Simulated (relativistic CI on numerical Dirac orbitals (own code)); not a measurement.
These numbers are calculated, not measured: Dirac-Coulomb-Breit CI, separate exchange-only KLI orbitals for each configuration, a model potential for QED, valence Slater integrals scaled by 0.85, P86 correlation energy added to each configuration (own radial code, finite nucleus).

Configuration list (outside the closed core [Kr] 4d10 5s2): 5p6.5d, 5p6.4f, 5p6.6s, 5p6.6p, 5p6.5f, 5p6.5g, 5p6.7s, 5p6.6d, 5p6.7p, 5p6.8s, 5p6.7d, 5p5.5d2, 5p6.6f, 5p6.8p, 5p6.9s, 5p6.9p, 5p5.5d.5f. Double excitations out of closed p, d and f shells are left out; levels of such configurations are missing from the list, as are those of other unlisted configurations, and high levels can miss mixing partners.

For a near-neutral ion this model can misplace configurations by up to about 10,000 cm⁻¹ (more where the count of f electrons changes) and terms by 10 to 25 % of their spread. Rates follow the energies as ν³ (E1, M1) or ν⁵ (E2), so they and the lifetimes can be off by large factors. The fine structure of a lone outer electron comes out too small, for d and f at times inverted, and misplaced configurations move strength between like terms. 17 of the 31 excited levels that our extract of the measured tables holds in this range could be paired (the sources list more); they are missed by 698 cm⁻¹ on average and 2187 at most, and levels without a partner can miss by more.

Outline of the computed level scheme of La III. Lowest level of each configuration: 5p6.5d 2D_3/2 at 0.0000 eV; 5p6.4f 2F°_5/2 at 1.3733 eV; 5p6.6s 2S_1/2 at 1.9562 eV; 5p6.6p 2P°_1/2 at 5.3072 eV; 5p6.6d 2D_3/2 at 10.1060 eV; 5p6.7s 2S_1/2 at 10.1569 eV; 5p6.5f 2F°_5/2 at 11.3980 eV; 5p6.7p 2P°_1/2 at 11.5121 eV; 5p6.8s 2S_1/2 at 13.5650 eV.

Some strong electric-dipole decays among the lowest 15 levels: 5p6.5f 2F°_7/2 → 5p6.5d 2D_5/2 (1.7e+09 s⁻¹); 5p6.5f 2F°_5/2 → 5p6.5d 2D_3/2 (1.5e+09 s⁻¹); 5p6.6d 2D_5/2 → 5p6.6p 2P°_3/2 (6.9e+08 s⁻¹); 5p6.6d 2D_3/2 → 5p6.6p 2P°_1/2 (6.3e+08 s⁻¹); 5p6.6p 2P°_1/2 → 5p6.5d 2D_3/2 (4.2e+08 s⁻¹); 5p6.6p 2P°_3/2 → 5p6.5d 2D_5/2 (4.1e+08 s⁻¹); 5p6.7s 2S_1/2 → 5p6.6p 2P°_3/2 (4.0e+08 s⁻¹); 5p6.6p 2P°_3/2 → 5p6.6s 2S_1/2 (2.7e+08 s⁻¹).

Rates of lines that live on the mixing of spin multiplicities can be off by large factors.
